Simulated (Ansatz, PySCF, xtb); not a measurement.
Lewis adduct: GaH3 (SMILES [GaH3]) (first 4 atoms) with CH4O (SMILES CO); geometry from B3LYP-D3(BJ)/def2-TZVP, rigid monomers moved along the line of their centres of mass till Ga1···O6 is 2.49 Å.
(charge 0, multiplicity 1):
```xyz
10

Ga    -0.06009    -0.85087     0.70335
H     -1.29185     0.02848     0.26728
H     -0.34587    -2.20268     1.47658
H      1.33152    -0.68725    -0.02213
C     -0.36016     0.41048     3.88085
O      0.52114     0.45777     2.74341
H     -0.43228    -0.60430     4.27414
H     -1.33475     0.73031     3.52203
H     -0.00997     1.09789     4.65085
H      1.41879     0.22595     3.00874
```

Monomers are frozen at their geometry in the pair; levels with a basis set take the counterpoise correction. Rows marked so take none.

Rows in 3-21G carry no dispersion term and start afresh at each structure; the Pople sets are all-electron and without relativity.

Programs: Ansatz (Gaussian basis) for Hartree–Fock, density functionals and correlated methods; PySCF for 3-21G rows; xtb for the GFN methods. Values without a source in brackets are computed.

Question: One of these levels gives -24.34 kcal/mol for the interaction energy. Name it.
(A) HF/3-21G (no counterpoise)
(B) HF/aug-cc-pVDZ
(C) GFN1-xTB
(D) PBE/def2-TZVPPD

Answer: A, HF/3-21G (no counterpoise). The others give -18.76 (GFN1-xTB), -12.33 (HF/aug-cc-pVDZ), -13.50 (PBE/def2-TZVPPD)

Ansatz is an electronic-structure program.
